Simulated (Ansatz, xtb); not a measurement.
Two isomers of FH6Si3+

Structure I is `F[SiH+][SiH2][SiH3]`, a singlet and structure II is `F[Si+]([SiH3])[SiH3]`, a singlet. Both are isolated ions in the gas phase, relaxed with r2SCAN-D4/def2-SVP, each in the lowest conformer that the search found.

I (Å):

```xyz
10

F    -3.0576    1.0255    0.5805
Si   -2.5467   -0.3732    0.0178
Si   -0.6821   -1.3448    1.0069
Si    1.1739   -0.3564   -0.1315
H    -3.3212   -0.7161   -1.2028
H    -0.8338   -0.9626    2.4389
H    -0.8921   -2.7927    0.7214
H     1.0282   -0.6997   -1.5706
H     1.0965    1.1061    0.1210
H     2.3406   -1.0142    0.5163
```

II (Å):

```xyz
10

F    -0.8266   -1.0008    1.6401
Si   -1.4429   -0.5244    0.2384
Si   -3.7840   -0.9118    0.2155
Si    0.2800    0.3393   -1.1462
H    -3.8748   -2.3829    0.4267
H    -4.2753   -0.4427   -1.1038
H    -4.2608   -0.1133    1.3781
H    -0.3687    0.7580   -2.4135
H     0.8297    1.4557   -0.3289
H     1.2085   -0.8175   -1.2744
```

Quicker runs give these differences E(II) − E(I): GFN2-xTB −25.9 kJ/mol; HF/STO-3G −38.3 kJ/mol (at GFN2-xTB geometries); r2SCAN-D4/def2-SVP//GFN2-xTB −17.2 kJ/mol.

**Question.** Estimate E(II) − E(I) at the level CCSD(T)/def2-SVP + ΔMP2/def2-TZVPP.

**Answer.** Calculated at CCSD(T)/def2-SVP + ΔMP2/def2-TZVPP: E(II) − E(I) = −9.2 kJ/mol, so structure II lies lower.

The same difference at several levels:

```json
{"level": "GFN2-xTB", "geometry": "GFN2-xTB", "E(II) − E(I) (kJ/mol)": "−25.9", "departure from the last row (kJ/mol)": "−16.7", "job, with rough time for the two": "optimisation, 0.76 s"}
{"level": "HF/STO-3G", "geometry": "GFN2-xTB", "E(II) − E(I) (kJ/mol)": "−38.3", "departure from the last row (kJ/mol)": "−29.0", "job, with rough time for the two": "single point, 0.61 s"}
{"level": "r2SCAN-D4/def2-SVP//GFN2-xTB", "geometry": "GFN2-xTB", "E(II) − E(I) (kJ/mol)": "−17.2", "departure from the last row (kJ/mol)": "−7.9", "job, with rough time for the two": "single point, 4.6 s"}
{"level": "r2SCAN-D4/def2-SVP", "geometry": "r2SCAN-D4/def2-SVP", "E(II) − E(I) (kJ/mol)": "−5.8", "departure from the last row (kJ/mol)": "+3.4", "job, with rough time for the two": "optimisation, 2.1 min"}
{"level": "HF/def2-SVP", "geometry": "r2SCAN-D4/def2-SVP", "E(II) − E(I) (kJ/mol)": "−15.6", "departure from the last row (kJ/mol)": "−6.4", "job, with rough time for the two": "part of the CCSD(T) run"}
{"level": "MP2/def2-SVP", "geometry": "r2SCAN-D4/def2-SVP", "E(II) − E(I) (kJ/mol)": "−5.2", "departure from the last row (kJ/mol)": "+4.0", "job, with rough time for the two": "part of the CCSD(T) run"}
{"level": "CCSD(T)/def2-SVP", "geometry": "r2SCAN-D4/def2-SVP", "E(II) − E(I) (kJ/mol)": "−8.2", "departure from the last row (kJ/mol)": "+1.1", "job, with rough time for the two": "single point"}
{"level": "CCSD(T)/def2-SVP + ΔMP2/def2-TZVPP", "geometry": "r2SCAN-D4/def2-SVP", "E(II) − E(I) (kJ/mol)": "−9.2", "departure from the last row (kJ/mol)": "", "job, with rough time for the two": "single point, 26 s"}
```

As drawn, both hold the same kinds of bond in the same numbers.

The levels shown agree on the order. The largest departure from CCSD(T)/def2-SVP + ΔMP2/def2-TZVPP is that of HF/STO-3G, 29.0 kJ/mol. The last row adds to CCSD(T) the change of the MP2 difference between the two basis sets, here −1.1 kJ/mol.

With harmonic frequencies from r2SCAN-D4/def2-SVP (ideal gas, rigid rotor, one conformer each, 200 K, 1 atm): on the last row, ΔE + ΔZPE = −10.6 kJ/mol. A mode under 50 cm⁻¹ makes harmonic enthalpies and free energies unreliable, so none is given.

The correlated steps freeze 16 core orbitals. Run with Ansatz 0.2.0, xtb 6.7.1; the last row on 2 threads of AMD EPYC 7R43 64-Core Processor (Zen 3) on a shared host.
